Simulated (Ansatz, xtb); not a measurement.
## Relative energy of two isomers of C4H9BGe

Structure I is `B/C=C/C=[CH]/[GeH3]`, a singlet and structure II is `B/C=C/[C](=C)[GeH3]`, a singlet. Both are isolated molecules in the gas phase, relaxed with r2SCAN-D4/def2-SVP; the shapes shown needn't be the lowest conformers.

I (Å):

```xyz
15

C    -2.0548    2.4548    0.2618
C    -1.5818    1.2286   -0.1093
C    -0.2418    0.7433    0.1432
C     0.1982   -0.4797   -0.2389
B    -3.4936    2.8911   -0.0460
Ge    1.9891   -1.1416    0.0938
H    -3.9124    3.9768    0.2818
H    -4.2259    2.1249   -0.6328
H    -1.3506    3.1125    0.7923
H    -2.2560    0.5423   -0.6423
H     0.4316    1.4293    0.6769
H    -0.5099   -1.1321   -0.7705
H     1.9258   -2.4273    0.9330
H     2.6833   -1.4694   -1.2374
H     2.7769   -0.0610    0.8457
```

II (Å):

```xyz
15

C    -1.2517    2.0692   -0.5345
C    -1.4609    0.7942   -0.0945
C    -0.4526   -0.1349    0.3947
C    -0.8228   -1.3729    0.7981
B    -2.4091    2.9483   -1.0267
Ge    1.4337    0.3925    0.4733
H    -2.2271    4.0779   -1.4168
H    -3.5324    2.4947   -1.0224
H    -0.2177    2.4447   -0.5229
H    -2.4938    0.4117   -0.1033
H    -0.1036   -2.1078    1.1737
H    -1.8747   -1.6862    0.7612
H     2.2166   -0.8047    1.0291
H     1.9517    0.7501   -0.9269
H     1.6153    1.6074    1.3942
```

Q: Estimate which is lower in electronic energy at CCSD(T)/def2-SVP + ΔMP2/def2-TZVPP, and by roughly how much.

A: CCSD(T)/def2-SVP + ΔMP2/def2-TZVPP gives E(II) − E(I) = +0.56 kJ/mol, slightly favouring structure I, which is too small a margin to settle the true order.

Level by level:

| level | geometry | E(II) − E(I) (kJ/mol) | departure from the last row (kJ/mol) | job, with rough time for the two |
| --- | --- | --- | --- | --- |
| GFN2-xTB | GFN2-xTB | +0.38 | −0.18 | optimisation, 0.13 s |
| HF/STO-3G | GFN2-xTB | +13.05 | +12.49 | single point, 0.6 s |
| r2SCAN-D4/def2-SVP//GFN2-xTB | GFN2-xTB | +1.99 | +1.43 | single point, 6.2 s |
| r2SCAN-D4/def2-SVP | r2SCAN-D4/def2-SVP | +5.33 | +4.77 | optimisation, 1.9 min |
| HF/def2-SVP | r2SCAN-D4/def2-SVP | +9.77 | +9.21 | part of the CCSD(T) run |
| MP2/def2-SVP | r2SCAN-D4/def2-SVP | +2.33 | +1.77 | part of the CCSD(T) run |
| CCSD(T)/def2-SVP | r2SCAN-D4/def2-SVP | +2.73 | +2.17 | single point |
| CCSD(T)/def2-SVP + ΔMP2/def2-TZVPP | r2SCAN-D4/def2-SVP | +0.56 |  | single point, 2.1 min |

As drawn, both hold the same kinds of bond in the same numbers.

The largest departure from CCSD(T)/def2-SVP + ΔMP2/def2-TZVPP is that of HF/STO-3G, 12.49 kJ/mol. The last row adds to CCSD(T) the change of the MP2 difference between the two basis sets, here −2.17 kJ/mol.

With thermal terms from frequencies at re-optimised GFN2-xTB minima (ideal gas, soft modes damped towards free rotors, one conformer each, 298.15 K, 1 atm): the zero-point term adds −0.42 kJ/mol; ΔH is −0.65 and ΔG +1.97 kJ/mol.

The correlated steps freeze 14 core orbitals; the filled d shell of Ge is correlated, in a basis made for valence electrons. Run with Ansatz 0.2.0, xtb 6.7.1; the last row on 2 threads of Arm Neoverse V2 on a shared host.
